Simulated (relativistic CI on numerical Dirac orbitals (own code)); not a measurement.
## Hyperfine structure of I²⁸⁺, mass number 127

Calculated at this level of theory: Dirac-Coulomb-Breit CI, KLI orbitals optimised for each configuration, QED by a radiative potential, unscaled Slater integrals (own radial code, finite nucleus).

Configurations in the expansion (outside the closed core [Ne]): 3s2.3p6.3d7, 3s2.3p5.3d8, 3s2.3p4.3d9, 3s.3p6.3d8, 3p6.3d9, 3s.3p5.3d9, 3s2.3p6.3d6.4s, 3s2.3p6.3d6.4p, 3s2.3p6.3d6.4d, 3s2.3p4.3d8.4s, 3s2.3p6.3d6.4f, 3s2.3p5.3d7.4s, 3s2.3p4.3d8.4p, 3s2.3p5.3d7.4p, 3s2.3p6.3d5.4s2, 3s.3p6.3d7.4s. Levels of other configurations are missing.

Nuclear spin I = 5/2, μ = 2.8087 μN, Q = -0.688 b (tables of Stone and Pyykkö). The electronic factors are computed for point nuclear moments, without core polarisation or the Bohr-Weisskopf and QED corrections.

```
              Level  E (cm⁻¹)  A (MHz)  B (MHz)
 3s2.3p6.3d7 4F_9/2       0.0    12610    -4730
 3s2.3p6.3d7 4F_7/2   87968.9    13900    -4800
 3s2.3p6.3d7 2G_9/2  137928.9    16050     5960
 3s2.3p6.3d7 4P_5/2  141836.5     6970    11600
 3s2.3p6.3d7 4P_1/2  158483.0    -5880         
3s2.3p6.3d7 2H_11/2  178681.7    17670    24100
 3s2.3p6.3d7 2G_7/2  190953.4    20370     3200
 3s2.3p6.3d7 2D_5/2  229113.9    16150    -7070
```

Levels with J = 0, under 50 % of one LS term, or S terms without an open s electron are left out. Small factors come from cancelling terms and can be off by tens of per cent or more.

At this charge energies of transitions that change n are usually good to better than 1 %, and those within a shell (Δn = 0) to a few per cent. Terms inside the open d or f shell come out 10 to 20 % too wide with unscaled integrals.

(1) Give the hyperfine levels of 3s2.3p6.3d7 4F_9/2 relative to its centre of gravity.

Answers

(1) With K = F(F + 1) − I(I + 1) − J(J + 1), E = AK/2 + B[¾K(K + 1) − I(I + 1)J(J + 1)]/[2I(2I − 1)J(2J − 1)]: F = 2: -175600, F = 3: -136300, F = 4: -84530, F = 5: -20690, F = 6: 54620, F = 7: 140700 MHz.

LS names give the leading component of a level, which can be under half, so a name can repeat, a term be missing and a line seem to break the LS rules.
